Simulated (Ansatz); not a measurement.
Species: sum formula SiNH$_{2}$F$_{3}$, net charge 0, singlet state. SMILES: N[Si](F)(F)F
Structure (B3LYP-D3(BJ)/def2-TZVP (Ansatz, an electronic-structure program) minimum search):
```
Si
F 1 1.5800
F 1 1.5800 2 110.23
F 1 1.5841 2 105.72 3 113.80
N 1 1.6755 2 109.62 4 125.44
H 5 1.0060 1 122.47 2 -38.32
H 5 1.0060 6 112.93 1 163.76
```

Wanted: vertical ionisation energy (to the doublet state of charge +1; each state is the SCF solution reached for its spin), in eV. Correlated levels leave the core frozen unless marked. Open shells are spin-unrestricted. Spin-orbit coupling is left out. Non-relativistic. CBS marks a two-point X^-3 extrapolation of the correlation energy; Hartree-Fock from the larger set. [CCSD(T)-MP2]/basis is that difference in the basis named.

```csv
level,program,vertical ionisation energy (eV)
HF/aug-cc-pV(D+d)Z,Ansatz,10.16
```

Problem. Estimate the value at RI-MP2/CBS(aug-cc-pV(T+d)Z,aug-cc-pV(Q+d)Z)+[CCSD(T)-MP2]/aug-cc-pV(T+d)Z as computed with Ansatz.

Solution. 11.59 eV, so HF/aug-cc-pV(D+d)Z differs from it by -1.43 eV.
